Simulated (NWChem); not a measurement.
System: SnNH$_{4}$F; SMILES [SnH2]([NH2])[F]

```xyz
7

Sn     0.2876    -0.0506     0.0169
N     -0.8291     1.6268    -0.1143
F     -0.8198    -1.6105    -0.3748
H      0.7940    -0.2619     1.6320
H      1.4741    -0.0308    -1.2089
H     -1.5925     1.6805     0.5565
H     -1.2073     1.8115    -1.0408
```
Atoms are numbered in this order, from 1.

Level: PBE0/def2-SVP with def2 effective core potentials on Sn (NWChem), optimised geometry, unscaled harmonic frequencies. def2 effective core potentials on Sn; no spin-orbit coupling.

```json
[
 {"frequency (cm⁻¹)": "175", "IR intensity (km/mol)": "20.0"},
 {"frequency (cm⁻¹)": "204", "IR intensity (km/mol)": "37.7"},
 {"frequency (cm⁻¹)": "403", "IR intensity (km/mol)": "53.3"},
 {"frequency (cm⁻¹)": "510", "IR intensity (km/mol)": "156.2"},
 {"frequency (cm⁻¹)": "553", "IR intensity (km/mol)": "1.7"},
 {"frequency (cm⁻¹)": "617", "IR intensity (km/mol)": "83.8"},
 {"frequency (cm⁻¹)": "629", "IR intensity (km/mol)": "94.6"},
 {"frequency (cm⁻¹)": "677", "IR intensity (km/mol)": "53.9"},
 {"frequency (cm⁻¹)": "684", "IR intensity (km/mol)": "92.4"},
 {"frequency (cm⁻¹)": "851", "IR intensity (km/mol)": "41.0"},
 {"frequency (cm⁻¹)": "1539", "IR intensity (km/mol)": "13.7"},
 {"frequency (cm⁻¹)": "1966", "IR intensity (km/mol)": "65.7"},
 {"frequency (cm⁻¹)": "1979", "IR intensity (km/mol)": "168.1"},
 {"frequency (cm⁻¹)": "3566", "IR intensity (km/mol)": "18.5"},
 {"frequency (cm⁻¹)": "3668", "IR intensity (km/mol)": "25.6"}
]
```

| Item | Value |
|---|---|
| zero-point energy | 25.8 kcal/mol |
| thermal correction to the enthalpy at 298.15 K (with zero-point energy) | 29.7 kcal/mol |
| heat capacity Cv | 17.8 cal/(mol K) |
| entropy at 298.15 K and 1 atm (symmetry number 1) | 74.1 cal/(mol K) |

Rigid rotor and harmonic oscillator.
